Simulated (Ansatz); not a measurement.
`[SiH3]OCS[SiH3]` and `C=NCS[SiH3]` differ in one atom or group.

Ansatz, PBE0-D4/def2-TZVP geometries, multiplicity 1. Each molecule was computed in one conformer, which needn't be the lowest.

| property | `[SiH3]OCS[SiH3]` |
| --- | --- |
| zero-point energy (PBE0-D4/def2-TZVP) / kJ/mol | 221.9 |
| HOMO energy (B3LYP/def2-TZVPP) / eV | -6.94 |
| size of the dipole moment (B3LYP/def2-TZVPP) / D | 1.58 |
| LUMO energy (PBE0/def2-TZVPP) / eV | -0.10 |
| HOMO–LUMO gap (PBE0/def2-TZVPP) / eV | 7.08 |
| LUMO energy (ωB97M-V/def2-TZVPP) / eV | 1.59 |

(1) Give the same properties after the change, and the shifts. (Best estimate.)

## Answers

(1) The calculation gave: 
```tsv
property	`C=NCS[SiH3]`	shift
zero-point energy (PBE0-D4/def2-TZVP) / kJ/mol	226.6	4.7
HOMO energy (B3LYP/def2-TZVPP) / eV	-6.72	0.22
size of the dipole moment (B3LYP/def2-TZVPP) / D	2.37	0.79
LUMO energy (PBE0/def2-TZVPP) / eV	-0.92	-0.82
HOMO–LUMO gap (PBE0/def2-TZVPP) / eV	6.04	-1.04
LUMO energy (ωB97M-V/def2-TZVPP) / eV	1.29	-0.30
```

With PBE0 the HOMO rises by 0.22 eV and the LUMO falls by 0.82 eV, so the gap narrows by about 1.04 eV. PBE moves the HOMO by 0.22 eV and ωB97M-V by 0.23 eV. The zero-point energy changes by 4.7 kJ/mol with -3 modes. Dipoles are sizes alone; their direction can turn.

B3LYP here is the variant with VWN-RPA as its local correlation; programs differ in this.
